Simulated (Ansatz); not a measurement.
`[OH][Al]([Cl])[CH2][SiH3]` and `[OH][Al]([SiH3])[Cl]` differ in one atom or group.

Ansatz, PBE0-D4/def2-TZVP geometries, multiplicity 1. Each molecule was computed in one conformer, which needn't be the lowest.

```tsv
property	`[OH][Al]([Cl])[CH2][SiH3]`
HOMO energy (PBE0/def2-TZVPP) / eV	-8.58
HOMO energy (PBE/def2-TZVPP) / eV	-7.30
HOMO energy (B3LYP/def2-TZVPP) / eV	-8.35
HOMO–LUMO gap (ωB97M-V/def2-TZVPP) / eV	11.83
HOMO–LUMO gap (PBE/def2-TZVPP) / eV	6.00
LUMO energy (B3LYP/def2-TZVPP) / eV	-0.76
```

**Question.** Give the same properties after the change, and the shifts. (Estimate.)

**Answer.** Computed: 
```
                               property  `[OH][Al]([SiH3])[Cl]`  shift
     HOMO energy (PBE0/def2-TZVPP) / eV                   -8.22   0.36
      HOMO energy (PBE/def2-TZVPP) / eV                   -7.08   0.22
    HOMO energy (B3LYP/def2-TZVPP) / eV                   -8.01   0.34
HOMO–LUMO gap (ωB97M-V/def2-TZVPP) / eV                   10.60  -1.23
    HOMO–LUMO gap (PBE/def2-TZVPP) / eV                    5.01  -0.99
    LUMO energy (B3LYP/def2-TZVPP) / eV                   -1.49  -0.73
```

With PBE0 the HOMO rises by 0.36 eV and the LUMO falls by 0.84 eV, so the gap narrows by about 1.20 eV. PBE moves the HOMO by 0.22 eV and ωB97M-V by 0.54 eV.

Positive LUMOs are unbound, so they and the gaps depend on the basis.

B3LYP here is the variant with VWN-RPA as its local correlation; programs differ in this.
